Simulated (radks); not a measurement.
Effect of the nuclear size on the vanadium ion V+, [Ar] 3d4. Method: Dirac Kohn-Sham, BLYP, spin-unpolarised, spherical densities, finite nucleus; open shells are shared between the two j in proportion to 2j + 1; Fermi nuclear charge, rms radius 3.6002 fm; computed with a radial shooting solver on a logarithmic mesh with Libxc functionals. The rms radius is varied about that value; shifts are against it.

\begin{tabular}{lrrrrr}
rms radius (fm) & total energy shift (eV) & density at nucleus (e/bohr^3) & 1s1/2 shift (meV) & 2s1/2 shift (meV) & 3s1/2 shift (meV) \\ \hline
3.0926 & -0.0156 & 9935 & -6.63 & -0.570 & -0.080 \\
3.2546 & -0.0109 & 9918 & -4.62 & -0.397 & -0.056 \\
3.6002 & 0 & 9884 & 0.000 & 0.000 & 0.000 \\
3.8126 & 0.00723 & 9865 & 3.06 & 0.263 & 0.037 \\
4.2086 & 0.0218 & 9833 & 9.22 & 0.794 & 0.112 \\
\end{tabular}

Slopes of the eigenvalues against <r^2> in GHz/fm^2, as finite differences over the two radii next to the reference (eigenvalue slopes, not the field-shift constants of lines): 1s1/2 471, 2s1/2 40.5, 3s1/2 5.71.
